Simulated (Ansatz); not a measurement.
Basis sets compared for the cluster B8H14. The state is a singlet with charge 0. Geometry r2SCAN-D4/def2-SVP. Ansatz on 4 threads of Arm Neoverse V1 on a shared host; times are rough, and most runs start from earlier orbitals.

```csv
atom,x (Å),y (Å),z (Å)
B1,0.415,1.811,-0.130
B2,-0.966,-0.163,1.577
B3,-0.214,-1.974,-0.930
B4,-0.003,-1.316,0.632
B5,0.572,0.449,0.975
B6,0.589,-0.796,-1.952
B7,-0.852,1.516,1.058
B8,1.152,0.350,-0.818
H9,0.484,1.429,-1.369
H10,-1.879,0.644,0.953
H11,0.944,-2.033,-1.593
H12,-0.763,-3.014,-1.218
H13,-1.153,2.387,1.824
H14,2.336,0.610,-0.863
H15,0.469,-2.054,1.471
H16,1.417,0.591,1.819
H17,0.754,-0.785,-3.151
H18,0.940,2.874,0.057
H19,-0.709,-1.079,-1.791
H20,-0.939,1.991,-0.204
H21,-1.242,-0.232,2.743
H22,-1.353,-1.207,0.908
```

Another isomer (singlet) lies 1.62 eV lower at PBE0-D4/def2-TZVP; other spin states weren't run for this one.

Binding counts from free atoms (B doublet, H doublet) in the same basis, without a counterpoise term.

```tsv
level	functions	energy (Eh)	HOMO (eV)	LUMO (eV)	binding per atom (eV)	wall time
PBE-D4/def2-SVP	182	-206.6716	-5.99	-2.43	3.76	2.6 s
PBE0-D4/def2-SVP	182	-206.7467	-7.19	-1.59	3.75	3.6 s
```

Estimate the rows for PBE-D4/def2-TZVP (with forces), PBE0-D4/def2-TZVP.


```
                         level  functions  energy (Eh)  HOMO (eV)  LUMO (eV)  binding per atom (eV)  wall time
PBE-D4/def2-TZVP (with forces)        332    -206.8896      -6.09      -2.51                   3.73        7 s
             PBE0-D4/def2-TZVP        332    -206.9559      -7.24      -1.63                   3.70       10 s
```
